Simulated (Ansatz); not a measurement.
Ideal-gas functions of GeH₄S (`[SH][GeH3]`) at 800 K and 1 bar, from an Ansatz frequency run at PBE0-D4/def2-TZVP.

Molar mass 108.71 g/mol, point group Cs (symmetry number 1), electronic degeneracy 1, moments of inertia 8.143, 120.12, 121.89 u Å². Harmonic wavenumbers (cm⁻¹, unscaled): 158, 409, 507, 569, 783, 836, 869, 885, 2156, 2158, 2184, 2715.

Use S(trans) = R[1.5 ln M + 2.5 ln T − 1.1517]; rotational temperatures θ = 24.2544 K / I; S(rot) = R[ln(√π/σ · √(T³/θAθBθC)) + 1.5]; for each mode x = 1.438777 ν̃/T, S = R[x/(eˣ − 1) − ln(1 − e⁻ˣ)] and H = RT x/(eˣ − 1); 1 cm⁻¹ = 0.0119627 kJ/mol; R = 8.31446 J/(mol·K).

**Question.** By hand: the entropy, in J/(mol·K).

**Answer.** Translation 187.8. Rotation: θ = 2.9786, 0.2019, 0.199 K, giving 109.4. Vibration, mode by mode: 18.80, 11.05, 9.36, 8.48, 6.12, 5.67, 5.40, 5.28, 0.86, 0.85, 0.82, 0.37, in all 73.1. Electronic 0.0. Sum 370.3 J/(mol·K).

**Question.** By hand: H − E and G − E in kJ/mol, counted from the electronic energy.

**Answer.** Zero-point energy ½ × 14229 × 0.0119627 = 85.1; thermal vibration 31.4; translation, rotation and pV give 4 RT = 26.6. H − E = 143.1 kJ/mol, and G − E = 143.1 − 800 × 370.3/1000 = -153.1 kJ/mol.

Vibration gives 20 % of the entropy.
